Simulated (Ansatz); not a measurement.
Relaxation of BCl2FH2O (7 atoms, charge 0, multiplicity 1), to a largest force component of 0.03 eV/Å in at most 50 steps.

Theory: Ansatz 0.2.0, RHF/def2-SVP.

```xyz
7
Properties=species:S:1:pos:R:3
B 0.053 0.358 -0.098
F 0.001 0.411 1.214
Cl 1.600 0.528 -0.892
Cl -1.457 0.343 -0.992
O 0.112 -2.153 0.601
H -0.694 -2.636 0.486
H 0.026 -1.704 1.455
```

Question: Where does it end, and by what steps?

Answer: The forces met the threshold. After 12 steps the energy has fallen by 0.096 eV; H7 moved furthest, 0.41 Å.

| step | energy less start (eV) | largest force component (eV/Å) | accepted |
| --- | --- | --- | --- |
| 0 | 0.0000 | 1.074 | yes |
| 1 | -0.0308 | 1.873 | yes |
| 2 | 0.0920 | 3.073 | no |
| 3 | -0.0603 | 1.327 | yes |
| 4 | -0.0807 | 0.518 | yes |
| 5 | -0.0902 | 0.407 | yes |
| 6 | -0.0904 | 0.396 | yes |
| 7 | -0.0872 | 0.720 | no |
| 8 | -0.0915 | 0.285 | yes |
| 9 | -0.0885 | 0.782 | no |
| 10 | -0.0957 | 0.052 | yes |
| 11 | -0.0961 | 0.032 | yes |
| 12 | -0.0963 | 0.027 | yes |

```xyz
7
Properties=species:S:1:pos:R:3
B 0.040 0.346 -0.067
F -0.029 0.691 1.189
Cl 1.601 0.365 -0.875
Cl -1.458 0.249 -0.999
O 0.043 -1.959 0.611
H -0.722 -2.465 0.374
H 0.166 -2.081 1.542
```

Whether the end is a true minimum wasn't checked by a vibrational analysis.

Run time: 21 s on 1 thread of Arm Neoverse V2, with other jobs on the host, peak memory 0.16 GiB.
